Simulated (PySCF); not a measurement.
C2H3BrCl2, SMILES CC(Cl)(Cl)Br. Atoms are numbered in the order given.

```xyz
8

C     -0.6976     1.7858     0.0000
C     -0.4843     0.2855     0.0000
Cl    -1.2224    -0.4436    -1.4628
Cl    -1.2224    -0.4436     1.4628
Br     1.4546    -0.1083     0.0000
H     -0.2408     2.2251    -0.8974
H     -0.2408     2.2251     0.8974
H     -1.7774     1.9941     0.0000
```
Charge 0, spin multiplicity 1.

Geometry optimised at B3LYP-D3(BJ)/def2-SVP.

These are CAM-B3LYP/def2-TZVP in PySCF values and carry that method's errors.

Symmetry labels are those of the subgroup Cs that the program uses (full group Cs).

Q: List the valence orbital energies around the gap with their symmetry. (An estimate is asked for; the answer gives what the named calculation found.)

A: 
```tsv
orbital	symmetry	energy (eV)
HOMO−7	A"	-12.96
HOMO−6	A'	-12.78
HOMO−5	A"	-11.17
HOMO−4	A'	-11.16
HOMO−3	A'	-10.51
HOMO−2	A"	-10.41
HOMO−1	A'	-9.84
HOMO	A"	-9.67
LUMO	A'	-0.27
LUMO+1	A'	1.07
LUMO+2	A"	1.49
LUMO+3	A'	2.24
```
